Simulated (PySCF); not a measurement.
Spectrum to structure. Theory: TDDFT B3LYP/def2-SVPD, vertical, gas phase, core orbitals frozen in the response in PySCF 2.14.0, density-fitted response routines. Geometries: PBE0-D3(BJ)/def2-SVP, one conformer each. Relativistic effects are left out although some hold elements past zinc.

| state | ν̃ (cm⁻¹) | f | main configurations (H = HOMO, L = LUMO) |
| --- | --- | --- | --- |
| S1 | 51780 | 0.0047 | H→L (89%) |
| S2 | 53290 | 0.0017 | H→L+1 (90%) |
| S3 | 55080 | 0.047 | H-1→L (62%), H→L+2 (34%) |
| S4 | 55200 | 0.010 | H-1→L+1 (64%), H→L+2 (23%) |
| S5 | 55580 | 0.057 | H→L+2 (39%), H-1→L+1 (30%), H-1→L (24%) |
| S6 | 57480 | 0.0061 | H-1→L+2 (53%), H-2→L (33%) |
| S7 | 57570 | 0.044 | H-2→L (45%), H-1→L+2 (40%) |
| S8 | 57840 | 0.012 | H→L+3 (74%), H-2→L+1 (14%) |
| S9 | 59740 | 0.026 | H-2→L+1 (72%), H-2→L (10%) |
| S10 | 59930 | 0.0030 | H-1→L+3 (80%), H-1→L+5 (10%) |

Orbital energies (eV): HOMO-3 -8.58, HOMO-2 -7.80, HOMO-1 -7.31, HOMO -7.06, LUMO 0.29, LUMO+1 0.39, LUMO+2 0.62.

Task: Which structure fits? All have the formula C7H14Ge.
A. `C1CC[CH]1[GeH]1[CH2]C[CH2]1`
B. `C=C[C@@H]1CC[CH2][Ge@@H]1[CH3]`
C. `[GeH3][C@@H]1C[C@@H]1C1CCC1`
D. `C(C#[C][GeH3])C(C)(C)C`

Result: A. Its S1 lies at 6.42 eV; the nearest of the others has S1 at 6.02 eV. S1 is HOMO→LUMO (89%). Löwdin shares by element: HOMO carbon 43% or more, germanium 16% (atoms not listed hold the other 41%); LUMO germanium 19%, carbon 18% or more, hydrogen 7% or more (atoms not listed hold the other 56%). At the same level the other candidates give, for their lowest levels:
- `[GeH3][C@@H]1C[C@@H]1C1CCC1`: 6.94 eV (f 0.027); 7.12 eV (f 0.009); 7.28 eV (f 0.003); 7.38 eV (f 0.055); 7.50 eV (f 0.003); T1 6.83 eV; HOMO -7.52, LUMO 0.20 eV
- `C=C[C@@H]1CC[CH2][Ge@@H]1[CH3]`: 6.02 eV (f 0.078); 6.17 eV (f 0.275); 6.21 eV (f 0.007); 6.35 eV (f 0.033); 6.79 eV (f 0.020); T1 4.18 eV; HOMO -6.43, LUMO 0.04 eV
- `CC(C)(C)CC#[C][GeH3]`: 5.91 eV (f 0.000); 6.09 eV (f 0.003); 6.11 eV (f 0.000); 6.50 eV (f 0.000); 6.52 eV (f 0.005); T1 4.97 eV; HOMO -7.29, LUMO -0.01 eV

Shape of the structure used: `[CH2:1]1[CH2:2][CH:3]([GeH:4]2[CH2:5][CH2:6][CH2:7]2)[CH2:8]1`: C2–C3–Ge4–C5 -47°.
Triplets come from the Tamm–Dancoff approximation.
